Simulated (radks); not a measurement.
Excited configurations of neutral rhodium: one electron is placed in a higher orbital outside [Kr] 4d8. The ground configuration is [Kr] 4d8 5s1. Method: scalar-relativistic Kohn-Sham, SCAN, spin-polarised, spherical densities, finite nucleus; open shells are filled with parallel spins first (spin-orbit coupling, left out, can overturn this in heavy ions); meta-GGA in the generalised Kohn-Sham scheme; Fermi nuclear charge, rms radius 4.4945 fm; computed with a radial shooting solver on a logarithmic mesh with Libxc functionals. Excitation = E - E(ground); binding = E(ion) - E, where the ion is the core of charge +1; n* = 1/sqrt(2 binding) in atomic units, and the quantum defect is n - n*.

outer orbital	excitation (eV)	binding (eV)	eigenvalue (eV)	<r> (bohr)
4f	7.076	0.903	-0.423	17.90
5d	6.442	1.537	-0.702	10.64
6p	6.244	1.736	-1.031	11.60
7d	7.360	0.620	-0.378	33.01

The Delta-SCF ionisation energy is 7.980 eV (NIST Atomic Spectra Database: 7.459 eV, measured). Self-interaction in the functional shifts the binding energies and quantum defects, so they are the method's values and not measured ones. Open shells are spherical and high-spin; term and fine-structure splittings are not resolved.
